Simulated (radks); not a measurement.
The indium ion In4+, 45 electrons, occupied as [Kr] 4d9. All-electron calculation, scalar-relativistic Kohn-Sham, r2SCAN, spin-polarised, spherical densities, finite nucleus; open shells are filled with parallel spins first (spin-orbit coupling, left out, can overturn this in heavy ions); meta-GGA in the generalised Kohn-Sham scheme; Fermi nuclear charge, rms radius 4.6156 fm. Program: a radial shooting solver on a logarithmic mesh with Libxc functionals.

X-ray form factor f0, the Fourier transform of the density (f0(0) = 45):

sin(theta)/lambda (1/angstrom)  f0 (electrons)
0.05                                    44.586
0.1                                     43.395
0.15                                    41.561
0.2                                     39.278
0.25                                    36.749
0.3                                     34.163
0.4                                     29.355
0.5                                     25.468
0.6                                     22.552
0.8                                     18.713
1                                       16.030
1.25                                    13.082
1.5                                     10.499
2                                        7.093
